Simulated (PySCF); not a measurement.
# Spinor energies of Hg⁵⁸⁺ (mercury, charge +58)

Start: [Ar] 3d4; 3d3/2 filled at m_j = -3/2, -1/2, +1/2, +3/2. Calculated with PySCF 2.14 in an uncontracted even-tempered set (15 s from 18 bohr⁻², ratio 2.8; 13 p from 23 bohr⁻², ratio 2.8; 8 d from 23 bohr⁻², ratio 2.8; 3 f from 74 bohr⁻², ratio 3): generalised Hartree-Fock with the X2C-1e Hamiltonian and a Gaussian nucleus; one run each with spin-orbit coupling (SO) switched off, then screened by Boettger's factors.

```tsv
spinor shell	electrons	ε, spin-free (eV)	ε, screened SO (eV)	weight of nominal j (screened SO)	rms radius, screened SO (bohr)
1s1/2	2	-87625.3	-87583.1	1.000	0.0187
2s1/2	2	-18906.9	-18889.5	1.000	0.0751
2p1/2	2	-16873.7	-18302.2	1.000	0.0635
2p3/2	4	-16873.7	-16302.6	1.000	0.0713
3s1/2	2	-7125.5	-7119.7	1.000	0.186
3p1/2	2	-6517.3	-6892.8	1.000	0.176
3p3/2	4	-6517.3	-6363.3	1.000	0.191
3d3/2	4	-6000.7	-6049.0	1.000	0.163
```

| quantity | spin-free | screened SO |
| --- | --- | --- |
| E (hartree) | -16329.29023 | -16368.75460 |
| M_J | 0 | 0 |
| ⟨J²⟩ | 4.000 | 0.000 |
| ⟨L²⟩ | 6.000 | 2.483 |
| ⟨S²⟩ | 6.000 | 2.483 |

Breit and QED terms are absent; they matter most for the inner s and p1/2 levels.

Densities and radii are taken from the X2C orbitals without a picture-change correction, which distorts them close to the nucleus.

Without spin-orbit coupling the j labels of p, d and f shells carry no meaning; the spin-free column gives the mean over the occupied spinors of each nl shell, and its ⟨J²⟩ belongs to a mixture of degenerate components.
